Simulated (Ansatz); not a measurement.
`O[SiH](O)/C=C\[SiH2]Cl` + H₂O → `O[SiH](O)O` + `C=C[SiH2]Cl`  (formal hydrolysis of the Si–C bond)

Gas-phase electronic energies from Ansatz, PBE0-D4/def2-TZVP geometries. CCSD(T)/CBS is the MP2 limit (def2-TZVPP, def2-QZVPP) plus CCSD(T) − MP2 in def2-TZVPP, frozen cores. This one scheme is used for every species. Functionals use def2-TZVPP. Each species was taken in one conformer, which may not be the lowest.

```tsv
level	ΔE (kJ/mol)
PBE0-D4	-105.7
B2PLYP	-122.7
PBE	-110.0
CCSD(T)/def2-TZVPP	-113.9
```

Question: What does CCSD(T)/CBS give? (An estimate is asked.)

Answer: The calculation gave: -112.1 kJ/mol. The listed levels differ from it by 6.4, -10.6, 2.1, -1.8 kJ/mol.

Largest T1 diagnostic among the species: 0.011.

In def2-TZVPP, CCSD(T) changes the Hartree–Fock value by +31.1 kJ/mol (the triples alone add +4.9 kJ/mol) and MP2 by +31.2 kJ/mol. The D4 term adds +14.7 kJ/mol with B3LYP and +8.4 kJ/mol with PBE0; it sums over pairs of atoms, weighted by their polarisabilities, and B3LYP, whose exchange is more repulsive, gets the larger term. From PBE to PBE0 (25 % exact exchange), in def2-TZVPP and without D4, ΔE moves by −4.2 kJ/mol.

B3LYP here is the variant with VWN-RPA as its local correlation; programs differ in this.
